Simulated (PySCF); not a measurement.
Ionisation energy of S¹³⁺ by level of theory

S¹³⁺ [He] 2s1 (2S) → S¹⁴⁺ 1s2 (1S), as a difference of total energies. All numbers are calculated (PySCF 2.14, the non-relativistic Hamiltonian (point nucleus), in an even-tempered Gaussian basis (17 s from 1.8 bohr⁻², ratio 2.2; 9 p from 2.9 bohr⁻², ratio 2.4; 6 d from 8.8 bohr⁻², ratio 2.4; 5 f from 13 bohr⁻², ratio 2.4; 4 g from 20 bohr⁻², ratio 2.4)). Correlated levels: nothing frozen; virtual orbitals above 40 to 60 times the deepest correlated orbital energy dropped. The calculations carry no spin-orbit coupling.

```csv
method,ionisation energy (eV)
UHF,704.27
PBE,705.68
PBE0,705.39
r2SCAN,703.72
B97-3,704.54
M06-L,702.23
MP2 (all electrons),704.42
```

Q: Estimate what SCS-MP2 (all electrons) gives.

A: 704.41 eV, closest to MP2 (all electrons) among the rows shown.

Q: Estimate what LDA gives.

A: 703.12 eV, closest to r2SCAN among the rows shown.

These non-relativistic numbers lack the scalar-relativistic shift.

For comparison: 706.99 eV (theoretical estimate listed by NIST; NIST Atomic Spectra Database, ionization energies).
